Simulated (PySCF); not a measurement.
One formula, C4H9F3Si2, several structures.

PySCF, B3LYP/def2-SVPD, density fitting, gas phase; each molecule at its own PBE0-D3(BJ)/def2-SVP geometry, one conformer. Singlet excitations by full TDDFT with frozen cores, triplets by Tamm–Dancoff TDDFT and ionisation energies by ΔSCF, from the lowest of the holes tried. 

Torsions of the conformers computed, which needn't be the lowest (atom-mapped SMILES):
- `[CH3:1][Si@H:2]1[CH2:3][Si@@H:4]([C:5]([F:6])([F:7])[F:8])[CH2:9]1`: C3–Si4–C5–F6 169°
- `[F:1][C:2]([F:3])=[C:4]([F:5])[C@@H:6]([SiH3:7])[CH2:8][SiH3:9]`: C2–C4–C6–Si7 117°, C4–C6–C8–Si9 178°
- `[F:1][C:2]([F:3])([F:4])[CH2:5][CH:6]1[SiH2:7][CH2:8][SiH2:9]1`: F1–C2–C5–C6 62°, C2–C5–C6–Si7 176°
- `[CH3:1][SiH2:2]/[CH:3]=[C:4](\[SiH3:5])[C:6]([F:7])([F:8])[F:9]`: C1–Si2–C3–C4 95°, C3–C4–C6–F7 -4°

The conformers of `FC(F)(F)C1C[SiH2][SiH2]C1` aren't listed.

Reference: `C[Si@H]1C[Si@@H](C(F)(F)F)C1`, with HOMO energy -7.72 eV, LUMO energy -0.16 eV, lowest singlet excitation 6.47 eV, lowest triplet excitation 6.27 eV, mean polarisability 100.3 au and vertical ionisation energy 9.64 eV.

Changes against it:

| molecule | Δ electronic energy (kcal/mol) | Δ HOMO energy (eV) | Δ LUMO energy (eV) | Δ lowest singlet excitation (eV) | Δ lowest triplet excitation (eV) | Δ mean polarisability (au) | Δ vertical ionisation energy (eV) |
| --- | --- | --- | --- | --- | --- | --- | --- |
| C[SiH2]/C=C(\[SiH3])C(F)(F)F | +21.8 | -0.47 | -1.64 | -0.75 | -2.31 | +6.4 | +0.47 |
| FC(F)(F)C1C[SiH2][SiH2]C1 | +6.1 | +0.18 | -0.06 | -0.01 | -0.37 | +3.2 | -0.06 |

Rows whose labels were lost:

```json
{"row": "P", "Δ electronic energy (kcal/mol)": "+8.3", "Δ HOMO energy (eV)": "-0.02", "Δ LUMO energy (eV)": "-0.24", "Δ lowest singlet excitation (eV)": "-0.20", "Δ lowest triplet excitation (eV)": "-0.19", "Δ mean polarisability (au)": "+1.5", "Δ vertical ionisation energy (eV)": "+0.04"}
{"row": "Q", "Δ electronic energy (kcal/mol)": "+50.2", "Δ HOMO energy (eV)": "+0.75", "Δ LUMO energy (eV)": "-0.12", "Δ lowest singlet excitation (eV)": "-0.59", "Δ lowest triplet excitation (eV)": "-1.86", "Δ mean polarisability (au)": "+7.9", "Δ vertical ionisation energy (eV)": "-0.48"}
```

Task: Which row belongs to which of `FC(F)=C(F)[C@@H]([SiH3])C[SiH3]` and `FC(F)(F)CC1[SiH2]C[SiH2]1`?

Result: P = `FC(F)(F)CC1[SiH2]C[SiH2]1` and Q = `FC(F)=C(F)[C@@H]([SiH3])C[SiH3]`. P and Q are told apart most clearly by the electronic energy (+8.3 against +50.2 kcal/mol); P comes close to the labelled row of `FC(F)(F)C1C[SiH2][SiH2]C1` in every column.
